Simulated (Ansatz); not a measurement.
Reaction (ligand exchange at the Si–C bond): `NC[SiH](N)O` + CH₃SH → `CS[SiH](N)O` + CH₃NH₂

Computed with Ansatz on PBE0-D4/def2-TZVP structures; ΔE is electronic, products minus reactants. CBS: MP2 limit from def2 TZ/QZ plus the TZ coupled-cluster correction, frozen cores. This one scheme is used for every species. DFT in def2-TZVPP. B3LYP here is the variant with VWN-RPA as its local correlation; programs differ in this. One conformer a species, not always the lowest.

`NC[SiH](N)O`:

Cartesian coordinates in Å:
```
N 0.423 1.164 -1.290
C -0.762 0.866 -0.484
Si -0.273 -0.432 0.772
N 0.323 -1.871 0.066
O 0.907 0.336 1.640
H 0.219 1.846 -2.010
H 1.148 1.556 -0.703
H -1.218 1.741 0.005
H -1.531 0.429 -1.128
H -1.410 -0.844 1.642
H 0.865 -1.823 -0.783
H -0.190 -2.732 0.140
H 1.498 -0.237 2.132
```

CH₃SH:

```xyz
6

C    -0.075   -0.485   -0.019
S     0.332    1.081    0.785
H    -1.088   -0.477   -0.420
H    -0.016   -1.249    0.757
H     0.640   -0.730   -0.803
H     0.206    1.861   -0.300
```

`CS[SiH](N)O`:

Z-matrix (Å, degrees):
```
C
S 1 1.817
H 1 1.088 2 110.5
H 1 1.090 2 111.0 3 122.3
H 1 1.089 2 106.8 3 -119.1
Si 2 2.118 1 101.2 3 -56.4
O 6 1.646 2 104.7 1 43.8
N 6 1.703 2 110.1 1 166.3
H 6 1.487 2 113.1 1 -75.9
H 7 0.959 6 116.1 2 -179.2
H 8 1.006 6 120.3 2 104.9
H 8 1.007 6 122.0 2 -46.8
```

CH₃NH₂:

Z-matrix (Å, degrees):
```
C
N 1 1.453
H 1 1.092 2 109.4
H 1 1.100 2 115.4 3 -121.6
H 1 1.092 2 109.4 3 116.8
H 2 1.012 1 110.6 3 62.6
H 2 1.012 1 110.6 3 -179.3
```

| level | ΔE (kcal/mol) | difference from CCSD(T)/CBS |
| --- | --- | --- |
| PBE-D4 | -16.7 | -0.2 |
| r2SCAN-D4 | -17.1 | -0.6 |
| PBE0-D4 | -16.8 | -0.3 |
| B3LYP-D4 | -16.4 | 0.1 |
| ωB97X-V | -15.8 | 0.7 |
| ωB97M-V | -15.6 | 0.9 |
| B2PLYP | -16.3 | 0.2 |
| PBE | -16.5 | 0.0 |
| r2SCAN | -17.1 | -0.6 |
| PBE0 | -16.6 | -0.1 |
| B3LYP | -16.0 | 0.5 |
| HF/def2-TZVPP | -16.5 | 0.0 |
| MP2/def2-TZVPP | -16.7 | -0.2 |
| SCS-MP2/def2-TZVPP | -16.2 | 0.3 |
| CCSD/def2-TZVPP | -15.4 | 1.1 |
| CCSD(T)/def2-TZVPP | -15.6 | 0.9 |
| HF/def2-QZVPP | -16.6 | -0.1 |
| MP2/def2-QZVPP | -17.3 | -0.8 |
| SCS-MP2/def2-QZVPP | -16.7 | -0.2 |
| HF/CBS(def2) | -16.6 | -0.1 |
| MP2/CBS(def2) | -17.6 | -1.1 |
| CCSD/CBS(def2) | -16.2 | 0.3 |
| CCSD(T)/CBS | -16.5 | 0 |

Largest T1 diagnostic among the species: 0.011.
